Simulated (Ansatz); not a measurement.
The cluster NiO₂, relaxed as a singlet with RKS r2SCAN-D4/def2-TZVP in Ansatz, starting from the GFN1-xTB geometry. Force threshold 0.02 eV/Å.

The restricted singlet is unstable: a solution with broken spin symmetry lies lower. At r2SCAN-D4/def2-TZVP a triplet of charge 0 lies 0.19 eV below the restricted singlet, each at its own geometry. That triplet is doubtful there (⟨S²⟩ 2.64, where a pure state has 2.00). Another isomer (singlet) lies 0.43 eV lower at PBE0-D4/def2-TZVP.

Start:

```
atom    x (Å)    y (Å)    z (Å)
 Ni1   0.0000  -0.0001   0.0001
  O2   1.0532   0.0570   0.9059
  O3  -1.0532  -0.0568  -0.9059
```

```
         step  energy (eV)  largest force component (eV/Å)  SCF passes
            1  -45131.4326                          15.502          30
            2  -45133.6452                           5.121          39
            3  -45134.0613                           1.444          35
            4  -45134.1091                           0.095          34
            5  -45134.1093                           0.001          35
            6  -45134.1099                           0.038          40
            7  -45134.1104                           0.050          35
            8  -45134.1182                           0.021          44
            9  -45134.1182                           0.001          29
10 (rejected)  -45134.1162                           0.048          39
           11  -45134.1182                           0.000          24
```

Force components are those of the run's own axes.

End:

```xyz
3

Ni   -0.0302   -0.1682    0.0457
O     1.1973    0.1480    0.9941
O    -1.1671    0.0203   -1.0398
```

By distances, no bond broke or formed. The bond that changes most is Ni1–O2, from 1.39 to 1.58 Å (atoms count from 1).

The force fell under the threshold at step 5, but the optimiser went on and released 0.009 eV more. No frequencies were taken in this run, so the end may be a saddle point.

Hardware: 4 threads of INTEL XEON PLATINUM 8581C on a shared host. Wall time 7.5 s.
